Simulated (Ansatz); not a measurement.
Sn4H8, relaxed as a singlet with RKS PBE-D4/def2-SVP in Ansatz, starting from the GFN1-xTB geometry. Force threshold 0.02 eV/Å.

In the def2 sets Sn takes a core potential; there is no spin–orbit coupling. The structure comes from a short search, and lower isomers may exist.

Start:

```xyz
12

Sn    0.207    1.793   -0.497
Sn    0.090    1.072    2.233
Sn   -1.662   -0.178   -1.283
Sn    0.326   -1.488    0.255
H     0.419   -2.904    1.249
H     1.769    1.599    2.365
H    -0.611    3.110   -1.256
H    -1.630   -1.448   -2.450
H     0.849   -0.554    1.774
H     1.984   -1.535   -0.192
H     1.157    1.421   -1.881
H    -2.898   -0.889   -0.317
```

**Question.** Estimate the energy that the relaxation releases and the steps that it takes.

**Answer.** 88.3 kJ/mol, in 35 steps; 45 s on 4 threads of Arm Neoverse V2 on a shared host. No frequencies were taken in this run, so the end may be a saddle point.

**Question.** Does the start keep its bonding?

**Answer.** By distances, no bond broke or formed. The bond that changes most is Sn2–H9, from 1.85 to 2.00 Å (atoms count from 1).

**Question.** Predict the relaxed structure.

**Answer.** 
```xyz
12

Sn   -0.3724    2.1051   -0.3668
Sn    1.7386    1.3736    1.5241
Sn   -0.9021   -0.4713   -1.4166
Sn    0.1195   -1.7101    0.9234
H    -0.9671   -2.3264    2.1401
H     2.4142    0.4098    0.1496
H    -1.9174    2.6684    0.2163
H     0.1508   -1.0505   -2.6721
H     0.6686   -0.2596    1.9738
H     1.5341   -2.7131    0.9701
H     0.0032    3.1402   -1.7183
H    -2.4701   -1.1661   -1.7236
```
Bond lengths (bridged metal pairs left out): 3 × Sn–Sn 2.83 to 2.93 Å; 9 × H–Sn 1.73 to 2.00 Å.
